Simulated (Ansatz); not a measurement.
Two isomers of C4H10Cl2InN: A = `CC(C)(C)[NH][In]([Cl])[Cl]`, B = `CC[N](CC)[In]([Cl])[Cl]`.

Isolated molecules relaxed with PBE0-D4/def2-TZVP in Ansatz; ΔE leaves out vibrations. CCSD(T)/CBS adds triple-zeta CCSD(T) − MP2 to the extrapolated MP2 energy (def2 sets, frozen cores). Functionals use def2-TZVPP. B3LYP here is the variant with VWN-RPA as its local correlation; programs differ in this. def2 core potentials past Kr. For In outer-core shells are correlated without core-valence functions, which leaves a few kJ/mol of doubt a bond. Each species was taken in one conformer, which may not be the lowest.

Q: Which is lower in electronic energy at CCSD(T)/CBS, and by how much? (An estimate is asked.)

A: The calculation gave: A, by 13.7 kcal/mol.

Q: Give E(B) − E(A) in kcal/mol with CCSD(T)/def2-SVP, CCSD/def2-TZVPP, LDA (SPW92), HF/def2-TZVPP, B3LYP, PBE0-D4, MP2/def2-TZVPP. (Estimate.)

A: Ansatz gave: CCSD(T)/def2-SVP 13.3, CCSD/def2-TZVPP 14.1, LDA (SPW92) 12.7, HF/def2-TZVPP 12.6, B3LYP 12.0, PBE0-D4 12.6, MP2/def2-TZVPP 15.0. None reverses the order clearly.

Largest T1 diagnostic: 0.013.

From PBE to PBE0 (25 % exact exchange), in def2-TZVPP and without D4, E(B) − E(A) moves by +0.7 kcal/mol. Leaving LDA and LC-ωPBE aside and taking each functional with its dispersion term where it has one, the values, not all of them listed here, spread over 1.9 kcal/mol, from PBE-D4 to ωB97M-V. LDA lies +1.0 kcal/mol from PBE without D4.
